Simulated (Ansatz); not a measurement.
C$_{2}$H$_{9}$FOSi$_{2}$ (SMILES C[Si](C)(F)O[SiH3]), singlet, at a GFN2-xTB geometry; Ansatz (an electronic-structure program) with CAM-B3LYP/6-311+G(2d,p).

The Ansatz input:
Ansatz 0.2 input:
```yaml
crystal:
  periodic: [false, false, false]
  atoms:
    - {symbol: C, position_ang: [-1.52896405, -1.67394426, -0.36117745]}
    - {symbol: Si, position_ang: [-0.76492395, 0.04596477, -0.18148630]}
    - {symbol: C, position_ang: [-1.78133307, 1.30279141, 0.79799842]}
    - {symbol: F, position_ang: [-0.55313909, 0.63984426, -1.67587985]}
    - {symbol: O, position_ang: [0.71293030, -0.06033574, 0.45814960]}
    - {symbol: Si, position_ang: [2.33222997, -0.13126832, 0.55444443]}
    - {symbol: H, position_ang: [-2.51251402, -1.61993313, -0.81750350]}
    - {symbol: H, position_ang: [-0.90915069, -2.30789659, -0.98909113]}
    - {symbol: H, position_ang: [-1.63716886, -2.16780274, 0.59917482]}
    - {symbol: H, position_ang: [-1.29561568, 2.27442315, 0.80118991]}
    - {symbol: H, position_ang: [-1.91143286, 0.99695012, 1.83107515]}
    - {symbol: H, position_ang: [-2.76824730, 1.42910051, 0.36383773]}
    - {symbol: H, position_ang: [2.87743734, 1.07698787, -0.05931775]}
    - {symbol: H, position_ang: [2.58493603, -0.19723410, 1.99222091]}
    - {symbol: H, position_ang: [2.76606399, -1.33934101, -0.14620376]}
basis:
  gaussian:
    orbitals: 6-311+G_2d_p_.json
hamiltonian:
  xc: cam_b3lyp
```
The basis file holds 6-311+G(2d,p) in the JSON format of the Basis Set Exchange.

It wrote (shortened):

```
Functional definition: CAM-B3LYP
1769 factors; their error is unknown
605 factors; integrals over basis functions are off by at most 2.1e-5 eV
mean field evaluation 1: about -22733.7202 eV, gradient 8.2e1 eV
mean field evaluation 2: about -22731.5917 eV, gradient 9.1e1 eV
mean field evaluation 4: about -22745.6562 eV, gradient 2.7e0 eV
mean field evaluation 8: about -22745.6663 eV, gradient 4.1e-2 eV
mean field -22745.65967390 eV, -835.8875754541 hartree, gradient 7.2e-5 eV, S^2 0.000000; 0 other end points of the search recorded, 0 dependent functions left out
reference -22745.65987130 eV, -835.8875827082 hartree; 33, 33 occupied and 199, 199 virtual orbitals, 1769 factors
Total energy: -22745.65987130 eV, -835.8875827082 hartree
```
